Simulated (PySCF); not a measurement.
C4H7NSi.
Atom-mapped SMILES: `[CH:1]#[C:2][CH2:3]/[CH:4]=[N:5]\[SiH3:6]` (hydrogens: H7 on C1; H8, H9 on C3; H10 on C4; H11, H12, H13 on Si6)

Structure used (GFN2-xTB), in Å, numbered top down from 1:
```
atom  x, y, z in Å
C1     3.1126   -0.4830    0.6138
C2     2.0031   -0.6660    0.2049
C3     0.6559   -0.8401   -0.2959
C4     0.1418    0.4483   -0.8854
N5    -0.9533    0.9983   -0.6614
Si6   -2.3414    0.7083    0.3059
H7     4.0852   -0.3470    0.9818
H8    -0.0065   -1.1771    0.5046
H9     0.6669   -1.5962   -1.0892
H10    0.8294    0.9277   -1.5866
H11   -2.4263    1.9149    1.1218
H12   -2.3648   -0.4750    1.1817
H13   -3.4070    0.5875   -0.6851
```

Theory: TDDFT PBE0/def2-SVPD, vertical, gas phase, core orbitals frozen in the response in PySCF 2.14.0, density-fitted response routines.

Ground-to-excited transition dipoles (e·a0, same axes as the geometry; the sign carries no meaning), for the states with f of 0.002 or more among the lowest 7:

```csv
state,E (eV),μx,μy,μz
S2,6.055,-0.282,-0.111,0.095
S3,6.099,-0.324,0.090,0.084
S4,6.372,-0.453,0.171,-0.113
S5,6.567,-0.050,0.035,0.118
S6,6.772,-0.572,-0.134,0.327
S7,6.923,-0.298,0.127,-0.145
```

**Question.** What oscillator strength does each state have?

**Answer.** f = (2/3) ΔE |μ|² with ΔE in hartree (27.2114 eV).

```json
{"state": "S2", "|μ|² (au)": "0.100", "|μ| (D)": "0.81", "f": "0.015"}
{"state": "S3", "|μ|² (au)": "0.120", "|μ| (D)": "0.88", "f": "0.018"}
{"state": "S4", "|μ|² (au)": "0.247", "|μ| (D)": "1.26", "f": "0.039"}
{"state": "S5", "|μ|² (au)": "0.018", "|μ| (D)": "0.34", "f": "0.003"}
{"state": "S6", "|μ|² (au)": "0.452", "|μ| (D)": "1.71", "f": "0.075"}
{"state": "S7", "|μ|² (au)": "0.126", "|μ| (D)": "0.90", "f": "0.021"}
```

**Question.** Which bond between heavy atoms lies closest to the direction of the S6 transition dipole?

**Answer.** N5–Si6, at 5° from it; next C4–N5 at 42°.

**Question.** What angle do the transition dipoles of S2 and S4 make?

**Answer.** |cos θ| = |μa·μb| / (|μa| |μb|) = 0.62, so θ ≈ 52° (taken between 0 and 90°, since the signs are arbitrary).

**Question.** What peak molar absorption coefficient would the strongest computed level give as a lone Gaussian band 0.5 eV wide at half height?

**Answer.** ε(max) = 2.175×10⁸ f / FWHM, with the width in cm⁻¹. S6: 2.175×10⁸ × 0.0750 / 4033 ≈ 4000 L mol⁻¹ cm⁻¹.

One conformer stands for the species.
